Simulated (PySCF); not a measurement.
# Electron correlation in Ga (gallium, neutral)

[Ar] 3d10 4s2 4p1, 2P determinant. All numbers are calculated (PySCF 2.14, no relativity, point nucleus, in pcseg-2 (6s5p3d1f, 43 functions)). Frozen: [Ar] 3d10; 3 electrons correlated.

MP2 pair energies summed by pair of shells (mhartree):

```tsv
pair	energy	share (%)
4s-4s	-19.85	58.9
4s-4p	-13.83	41.1
```

Total MP2 correlation energy: -33.68 mhartree.

Same-spin part -2.47 and opposite-spin part -31.21 mhartree; SCS-MP2 scales them by 1/3 and 6/5 to -38.28 mhartree.

```tsv
level	correlation energy (mhartree)
CCSD	-46.77
(T)	-0.85
CCSD(T)	-47.62
```

Diagnostics: T1 = 0.013, D1 = 0.0296, largest double amplitude 0.080.

Q: Is a single reference adequate?

A: Mostly. T1 lies below 0.03, but a double amplitude of this size points to a near-degeneracy that CCSD handles and MP2 describes poorly.
